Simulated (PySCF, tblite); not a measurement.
Compound: C5H2ClOP.
SMILES with atom numbers: `[CH:1]#[C:2][c:3]1[o:4][cH:5][p:6][c:7]1[Cl:8]` (hydrogens: H9 on C1; H10 on C5)

The geometry is computed with GFN2-xTB (gas phase).

(1) What internal coordinates does the optimisation give?

Answers

(1) 
```json
{"bond": "C1≡C2", "length (bohr)": "2.270"}
{"bond": "C2–C3", "length (bohr)": "2.656"}
{"bond": "C3–O4", "length (bohr)": "2.534"}
{"bond": "O4–C5", "length (bohr)": "2.518"}
{"bond": "C5–P6", "length (bohr)": "3.235"}
{"bond": "P6–C7", "length (bohr)": "3.353"}
{"bond": "C7–Cl8", "length (bohr)": "3.238"}
{"bond": "C3–C7", "length (bohr)": "2.602"}
{"bond": "C1–H9", "length (bohr)": "1.982"}
{"bond": "C5–H10", "length (bohr)": "2.034"}
```

A selection of angles:
```json
{"angle": "C1–C2–C3", "degrees": "178.7"}
{"angle": "C2–C3–O4", "degrees": "119.5"}
{"angle": "C2–C3–C7", "degrees": "127.0"}
{"angle": "O4–C3–C7", "degrees": "113.6"}
{"angle": "C3–O4–C5", "degrees": "111.7"}
{"angle": "O4–C5–P6", "degrees": "116.9"}
{"angle": "C5–P6–C7", "degrees": "86.3"}
{"angle": "P6–C7–Cl8", "degrees": "125.2"}
{"angle": "C3–C7–P6", "degrees": "111.6"}
{"angle": "C3–C7–Cl8", "degrees": "123.2"}
```

The 5-membered ring C3–O4–C5–P6–C7 has internal angles of 86.3° to 116.9° (sum 540°, against 540° for a flat polygon); it is planar, 0.00 Å rms from its mean plane, widest ring torsion 0°. The 3 C–C bonds span 1.201 Å (C1≡C2, drawn triple) to 1.406 Å (C2–C3, drawn single), a spread of 0.205 Å. The 2 C–P bonds span 1.712 Å (C5–P6, aromatic) to 1.774 Å (P6–C7, aromatic), a spread of 0.062 Å. The 8 heavy atoms lie in one plane (0.001 Å rms).

Point group: Cs (every atom within 0.08 Å of its image). Its GFN2-xTB frequencies are all real (lowest 101 cm⁻¹).
